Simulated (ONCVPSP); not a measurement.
**What one change does to a pseudopotential (sulfur, ONCV)**

```
Element                 : sulfur
Generator               : ONCVPSP 4.0.1
Type                    : optimised norm-conserving Vanderbilt (ONCV)
Functional              : PW91
Relativity              : non-relativistic
Frozen core             : [He]
Valence charge          : 14
Reference configuration : 2s2 2p6 3s1.75 3p4.25
Partial waves           : 2s+3s: rc 0.85 bohr, ncon 4, nbas 7, qcut 18.8 1/bohr, 2 projectors; 2p+3p: rc 0.65 bohr, ncon 4, nbas 7, qcut 23.2 1/bohr, 2 projectors
Local potential         : polynomial inside 0.45 bohr (lpopt 5, dvloc0 3 Ha)
Core correction         : polynomial model core, fcfact 0.2
```

All-electron outer shells of the reference configuration (PW91, non-relativistic, ld1.x):

```csv
shell,level (eV),outermost node (bohr),outermost maximum (bohr)
1s,-2398.88,–,0.06
2s,-210.87,0.13,0.39
2p,-157.05,–,0.33
3s,-17.36,0.60,1.40
3p,-7.21,0.58,1.59
```

Change: s: qcut 14.6.

Cutoffs: the cutoffs (Ha) at which the residual kinetic energy of the hardest occupied pseudo-wave falls to 1 and 0.1 mHa per electron; they do not see the model core or the augmentation charge, which bear on the density cutoff. Errors are all-electron minus pseudo energies relative to the spin-unpolarised reference configuration.

What does the change do?

The potential gets neither clearly harder nor softer (199 Ha and 225 Ha → 199 Ha and 225 Ha); the p channel sets the loose cutoff, while the largest relative change is in s, which becomes softer; the errors of the 4 common tests hardly move; neither file shows a bound ghost.

```csv
quantity,base,changed
"cutoff, loose",199 Ha,199 Ha
"cutoff, tight",225 Ha,225 Ha
loose cutoff by channel,"s 89 Ha, p 199 Ha","s 42 Ha, p 199 Ha"
bound ghosts,none,none
GHOST(+) flags under 300 eV,none,none
"error for 2s2 2p6 3s2 3p4, meV [ΔE -2.53 eV]",0.0,0.0
"error for 2s2 2p6 3s2 3p3, meV [ΔE 9.30 eV]",+0.5,+0.5
"error for 2s2 2p6 3s2 3p2, meV [ΔE 31.66 eV]",+2.3,+2.5
"error for 2s2 2p6 3s2 3p3.5, meV [ΔE 2.16 eV]",+0.1,+0.2
s: phases at 0.86 bohr within 0.05 rad from the reference energy up to (Ha; the scan ends near 5),to the end of the scan,to the end of the scan
p: phases at 0.66 bohr within 0.05 rad from the reference energy up to (Ha; the scan ends near 5),to the end of the scan,to the end of the scan
"rms error of d²Exc/dni dnj with the model core, mHa",2.56,2.61
```
